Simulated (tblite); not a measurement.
Species: C7H11ClSi.
Cartesian coordinates in Å at the GFN2-xTB level; atoms count from 1:
```
atom  x, y, z in Å
C1    -2.5859    0.5304    1.2404
C2    -1.7581   -0.3436    0.6982
C3    -0.8152   -0.0874   -0.4355
C4    -0.9489    1.2828   -1.0847
Cl5   -1.2542   -1.3283   -1.7137
C6     0.5995   -0.3651   -0.0415
C7     1.1128   -0.6566    1.1617
Si8    2.8834   -0.8079    0.5285
C9     1.7779   -0.3594   -0.9852
H10   -3.2304    0.2503    2.0564
H11   -2.6609    1.5515    0.9092
H12   -1.7221   -1.3594    1.0695
H13   -0.3197    1.3380   -1.9695
H14   -0.6313    2.0487   -0.3791
H15   -1.9793    1.4655   -1.3800
H16    0.5775   -0.7408    2.0936
H17    3.8343    0.2197    0.9474
H18    3.4806   -2.1403    0.5137
H19    1.9484    0.6091   -1.4522
H20    1.6865   -1.0966   -1.7803
```

Computed values, GFN2-xTB/tblite, gas phase, harmonic and unscaled. Against measured fundamentals such values can be off by several per cent, at times by over 20. Modes of hydrogen on silicon can be 10 to 20 % off. One conformer, not necessarily the lowest.

Harmonic wavenumbers (cm⁻¹): 28.6, 61.3, 98.0, 155.2, 211.8, 253.8, 275.0, 279.3, 290.8, 374.7, 403.9, 449.9, 475.4, 493.0, 531.4, 601.9, 606.3, 674.7, 707.3, 740.4, 766.3, 795.3, 841.2, 854.9, 902.8, 929.3, 1002.5, 1027.6, 1054.8, 1064.4, 1072.7, 1146.0, 1160.0, 1207.4, 1263.8, 1297.5, 1390.7, 1411.1, 1459.1, 1484.1, 1491.0, 1618.3, 1707.0, 2267.0, 2280.9, 2986.4, 3007.1, 3019.6, 3036.8, 3044.5, 3063.0, 3081.8, 3111.0, 3135.0.

A = 1826, B = 788.4, C = 668.7 MHz; mass 158.032 u (most abundant isotopes); point group C1, symmetry number 1.

Q: What is the zero-point energy?

A: ½Σν̃ = 33347 cm⁻¹ = 398.92 kJ/mol.

Q: What is S at 298.15 K and 1 bar for an ideal gas of classical rigid rotors and harmonic oscillators?

A: Translation 172.00, rotation 126.32, vibration 138.27: S = 436.6 J/(mol K).

Q: And Cp and H(298.15 K) − H(0)?

A: Cp = 182.92 J/(mol K), of which vibrations give 149.66 (their classical limit is 54 R = 449.0); H(298.15 K) − H(0) = 31.76 kJ/mol without the zero-point energy, 21.84 from vibrations.

Q: How do the functions run with temperature in this model?

A: 
```tsv
T (K)	S (J/(mol K))	Cp (J/(mol K))	H − H(0) (kJ/mol)	G − H(0) (kJ/mol)	ln q(vib)
150	339.8	106.6	10.23	-40.73	3.53
250	406.5	158.9	23.52	-78.11	6.40
400	496.9	228.4	52.77	-145.99	10.84
600	602.9	294.4	105.51	-256.24	16.69
900	735.0	356.1	203.89	-457.64	24.86
```

q(vib) and H(0) count from the zero-point level.

Q: Which modes carry the vibrational entropy at 298.15 K?

A: 28.6 cm⁻¹: 24.79; 61.3 cm⁻¹: 18.47; 98.0 cm⁻¹: 14.62; 155.2 cm⁻¹: 10.91; 211.8 cm⁻¹: 8.49; 253.8 cm⁻¹: 7.13 J/(mol K); the other 48 give 53.87 together.

Q: What must be added to the electronic energy to get the Gibbs energy at 298.15 K and 1 bar?

A: ZPE + [H(298.15 K) − H(0)] − T·S = 398.92 + 31.76 − 130.17 = 300.51 kJ/mol.

Q: Blend soft modes into free rotors: weight 1/[1 + (100 cm⁻¹/ν̃)⁴] for the oscillator and the rest for a rotor with moment μB/(μ + B), μ = h/(8π²ν), B = 10⁻⁴⁴ kg m². What vibrational entropy results?

A: 125.42 J/(mol K) in place of 138.27, which changes −T·S at 298.15 K by +3.83 kJ/mol.

Hindered rotation and anharmonicity are outside this model. Other conformers, if any are populated, would add a mixing term that is left out. The structure is chiral; the term R ln 2 for an equal mix with its mirror image is left out.
